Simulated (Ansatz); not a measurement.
## Calibrating MP2/def2-TZVPP on molecular compounds of Ta

The vertical ionisation energy (cation less neutral) in eV of 7 molecular compounds of Ta: x at MP2/def2-TZVPP, y at CCSD(T)/def2-TZVPP. Shapes, held fixed at every level: PBE0-D4/def2-TZVP. Flexible molecules stand in one conformer, not always the lowest. Programs: Ansatz 0.2.0.

```
                                        molecule  x (eV)  y (eV)
C2H7ClFN2Ta (SMILES C[N](C)[Ta](=[NH])([F])[Cl])    9.48    9.23
                                   Ta(NH2)2(OH)S    9.56    9.34
    TaN4H7 (SMILES [NH]=[Ta]([NH2])([NH2])[NH2])    9.61    9.17
   C3H10NO3Ta (SMILES C[O][Ta](=[NH])([O]C)[O]C)    9.70    9.36
                                   Ta(NH2)(OH)2S    9.73       ?
                                 Ta(CH3)(NH2)ClS    9.88    9.57
                                         Ta(OH)5   11.74   11.24
```

**Question.** Fit y = c + s·x to the known rows and predict y for Ta(NH2)(OH)2S.

**Answer.** 
1. Means of the 6 rows: x = 9.9950, y = 9.652.
2. Σ(Δx)² = 3.748, Σ(Δx·Δy) = 3.4053, so the slope is 3.4053/3.748 = 0.90856.
3. Intercept: 9.652 − (0.90856) × 9.9950 = 0.571. The largest residual of the fit is 0.13.
4. Ta(NH2)(OH)2S: 0.571 + 0.90856 × 9.73 = 9.41 eV.

CCSD(T)/def2-TZVPP gives 9.52 eV, so the prediction is off by -0.11 eV, within the largest residual. Uncorrected, MP2/def2-TZVPP misses Ta(NH2)(OH)2S by +0.21 eV, and the other rows by 0.34 on average. The line overshoots: the miss goes from +0.21 to -0.11. Ta(OH)5 lies far out in x and weighs most in the slope. Left out in turn, the other rows are missed by 0.09 eV on average, so much of the error is systematic among these molecules. Cations run unrestricted. For atoms past krypton def2 sets carry core potentials with scalar relativity. Outer-core shells of Ta are correlated, in sets that cover them unevenly.
